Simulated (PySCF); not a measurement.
These 6 structures share the formula C6H7NS. Method used: PySCF, PBE0-D3(BJ)/def2-SVP geometry optimisation, gas phase. One conformer each; no zero-point energy, no entropy. No frequencies were run at this level. Point groups hold within 0.08 Å.

Question: Rank from lowest to highest electronic energy at this level (kcal/mol).
A. `[CH3:1]/[N:2]=[CH:3]/[c:4]1[cH:5][cH:6][cH:7][s:8]1` with N2–C3–C4–C5 180°
B. `[CH3:1][S:2][c:3]1[cH:4][cH:5][n:6][cH:7][cH:8]1` with C1–S2–C3–C4 180°
C. `[CH2:1]=[CH:2][CH2:3][c:4]1[cH:5][n:6][s:7][cH:8]1` with C1–C2–C3–C4 119°, C2–C3–C4–C5 -54°
D. `[CH3:1][S:2][c:3]1[cH:4][cH:5][cH:6][cH:7][n:8]1` with C1–S2–C3–C4 180°
E. `[SH:1][CH2:2][c:3]1[cH:4][cH:5][cH:6][cH:7][n:8]1` with H–S1–C2–C3 55°, S1–C2–C3–C4 110°
F. `[NH2:1][c:2]1[cH:3][cH:4][c:5]([SH:6])[cH:7][cH:8]1` with C4–C5–S6–H 1°

Answer: F (0.0), D (4.7), E (5.2), B (8.0), A (21.9), C (32.4).

As drawn, the lowest has an N–H bond and an S–H bond, which the highest lacks; the highest has a C=C bond outside aromatic rings, which the lowest lacks. Neighbours under 2.5 kcal/mol apart (CSc1ccccn1 and SCc1ccccn1) can change places with a better method, another conformer or zero-point energy.

```json
{"SMILES": "Nc1ccc(S)cc1", "E (Eh)": "-685.00459", "E rel (kcal/mol)": "0.0", "dipole (D)": "2.78", "point group": "near Cs", "A, B, C (MHz)": "5539, 977.9, 831.7"}
{"SMILES": "CSc1ccccn1", "E (Eh)": "-684.99717", "E rel (kcal/mol)": "4.7", "dipole (D)": "1.13", "point group": "Cs", "A, B, C (MHz)": "4305, 1238, 967.2"}
{"SMILES": "SCc1ccccn1", "E (Eh)": "-684.99638", "E rel (kcal/mol)": "5.2", "dipole (D)": "2.67", "point group": "C1", "A, B, C (MHz)": "4281, 1054, 926.9"}
{"SMILES": "CSc1ccncc1", "E (Eh)": "-684.99180", "E rel (kcal/mol)": "8.0", "dipole (D)": "2.89", "point group": "Cs", "A, B, C (MHz)": "4418, 1169, 930.0"}
{"SMILES": "C/N=C/c1cccs1", "E (Eh)": "-684.96969", "E rel (kcal/mol)": "21.9", "dipole (D)": "1.54", "point group": "Cs", "A, B, C (MHz)": "4941, 1047, 868.5"}
{"SMILES": "C=CCc1cnsc1", "E (Eh)": "-684.95292", "E rel (kcal/mol)": "32.4", "dipole (D)": "2.67", "point group": "C1", "A, B, C (MHz)": "5364, 939.4, 837.2"}
```
